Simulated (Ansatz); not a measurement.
Q: Predict a relaxed structure of [B(OH)4]- (BO4H4⁻), charge -1, singlet, at r2SCAN-D4/def2-SVPD (Ansatz).

A: 
Cartesian coordinates in Å:
```
B 0.001 0.002 0.001
O -1.049 -0.493 -0.923
H -0.749 -1.353 -1.234
O -0.218 1.460 0.162
H -0.455 1.794 -0.709
O 1.309 -0.364 -0.594
H 1.955 -0.295 0.115
O -0.040 -0.596 1.357
H -0.755 -0.154 1.825
```
 This is one stationary point.
